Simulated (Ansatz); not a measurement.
Input and output for hexamethyldisiloxane (`C[Si](C)(C)O[Si](C)(C)C`).

```yaml
crystal:
  periodic: [false, false, false]
  atoms:
    - {symbol: C, position_ang: [1.797152, -1.162075, 1.532096]}
    - {symbol: Si, position_ang: [1.548594, 0.186510, 0.262088]}
    - {symbol: C, position_ang: [2.159837, -0.391963, -1.407037]}
    - {symbol: C, position_ang: [2.445534, 1.737263, 0.779617]}
    - {symbol: O, position_ang: [-0.046149, 0.555747, 0.162902]}
    - {symbol: Si, position_ang: [-1.576497, 0.078558, -0.183113]}
    - {symbol: C, position_ang: [-1.687092, -0.395870, -1.987556]}
    - {symbol: C, position_ang: [-2.702106, 1.520697, 0.178027]}
    - {symbol: C, position_ang: [-2.030622, -1.384999, 0.887410]}
    - {symbol: H, position_ang: [1.283743, -2.082211, 1.240711]}
    - {symbol: H, position_ang: [2.858692, -1.396999, 1.651203]}
    - {symbol: H, position_ang: [1.409994, -0.857093, 2.507840]}
    - {symbol: H, position_ang: [1.654535, -1.309841, -1.719315]}
    - {symbol: H, position_ang: [1.981630, 0.366286, -2.174036]}
    - {symbol: H, position_ang: [3.233896, -0.596799, -1.381202]}
    - {symbol: H, position_ang: [2.292824, 2.536491, 0.049837]}
    - {symbol: H, position_ang: [2.080069, 2.092438, 1.746551]}
    - {symbol: H, position_ang: [3.521443, 1.563189, 0.868994]}
    - {symbol: H, position_ang: [-1.388838, 0.436721, -2.630069]}
    - {symbol: H, position_ang: [-2.709091, -0.677540, -2.256652]}
    - {symbol: H, position_ang: [-1.037224, -1.244753, -2.216066]}
    - {symbol: H, position_ang: [-2.430609, 2.386742, -0.431019]}
    - {symbol: H, position_ang: [-2.632172, 1.814823, 1.228387]}
    - {symbol: H, position_ang: [-3.745939, 1.273129, -0.034112]}
    - {symbol: H, position_ang: [-1.928343, -1.141338, 1.948148]}
    - {symbol: H, position_ang: [-1.389424, -2.245385, 0.677783]}
    - {symbol: H, position_ang: [-3.065638, -1.692029, 0.712184]}
basis:
  gaussian: {orbitals: 6-31G}
hamiltonian: {xc: {name: r2SCAN}, dispersion: rvv10}
scf: {lower_state_search: full}
```

```sh
$ ansatz run in.yaml --threads 4 --pin off --events-out ev --progress --plain --max-ram 66560MiB --backend cpu
```

It prints (some lines left out):

```
Functional definition: r2SCAN+rVV10
1693 factors; integrals over basis functions are off by at most 1.9e-4 eV
mean field evaluation 1: about -24280.5479 eV, gradient 1.1e2 eV
mean field evaluation 2: about -24280.4968 eV, gradient 1.1e2 eV
mean field evaluation 4: about -24305.7106 eV, gradient 2.9e1 eV
mean field evaluation 8: about -24307.3585 eV, gradient 8.4e-1 eV
mean field evaluation 16: about -24307.3609 eV, gradient 3.8e-5 eV
mean field -24307.36092970 eV, -893.2790380455 hartree, gradient 3.8e-5 eV, S^2 0.000000; 0 other end points of the search recorded, 0 dependent functions left out
reference -24307.36094135 eV, -893.2790384737 hartree; 45, 45 occupied and 80, 80 virtual orbitals, 1693 factors
Total energy: -24307.36094135 eV, -893.2790384737 hartree
```

Run time 6.5 s (4 threads of an AMD EPYC 7R13 on a shared host); peak host memory 1.3 GiB.
